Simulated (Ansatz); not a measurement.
A search over several starts for the lowest SCF solution of AlNF3H3⁺, that is Al(NH3)F3 with one electron fewer at the given spin, in a small basis.

```yaml
crystal:
  periodic: [false, false, false]
  atoms:
    - {symbol: Al, position_ang: [-0.002432, 0.003691, -1.027695]}
    - {symbol: N, position_ang: [0.002293, -0.003496, 0.977321]}
    - {symbol: H, position_ang: [-0.680937, 0.662471, 1.346512]}
    - {symbol: H, position_ang: [0.923089, 0.253995, 1.341260]}
    - {symbol: H, position_ang: [-0.232688, -0.930891, 1.339727]}
    - {symbol: F, position_ang: [1.595651, 0.381218, -1.328069]}
    - {symbol: F, position_ang: [-1.128547, 1.201072, -1.318842]}
    - {symbol: F, position_ang: [-0.476439, -1.568061, -1.330225]}
basis:
  gaussian: {orbitals: def2-SVP}
total_charge: 1
magnetization: {spin_polarized: true, initial_magnetization: 1}
hamiltonian: {xc: pbe0, dispersion: d4}
output: {orbitals: {seedname: orbitals}}
```

```sh
$ ansatz run in.yaml --threads 4 --pin off --events-out ev --progress --plain --max-ram 3916MiB
```

Shortened log:

```
Functional definition: PBE0
838 factors; integrals over basis functions are off by at most 8.9e-4 eV
mean field evaluation 1: about -16245.4557 eV, gradient 6.3e1 eV
mean field evaluation 2: about -16224.6049 eV, gradient 1.0e2 eV
mean field evaluation 4: about -16257.3475 eV, gradient 2.0e1 eV
mean field evaluation 8: about -16258.9798 eV, gradient 5.4e-1 eV
mean field evaluation 16: about -16259.1278 eV, gradient 7.3e-3 eV
mean field evaluation 32: about -16259.1280 eV, gradient 5.0e-4 eV
mean field evaluation 64: about -16258.6520 eV, gradient 7.4e0 eV
mean field -16259.12799472 eV, -597.5119329731 hartree, gradient 3.9e-6 eV, S^2 0.758278; 6 other end points of the search recorded, 0 dependent functions left out
reference -16259.12802506 eV, -597.5119340882 hartree; 25, 24 occupied and 64, 65 virtual orbitals, 838 factors
Total energy: -16259.21804781 eV, -597.5152423633 hartree
```

Run time 17 s (4 threads of Intel Xeon on a shared host).
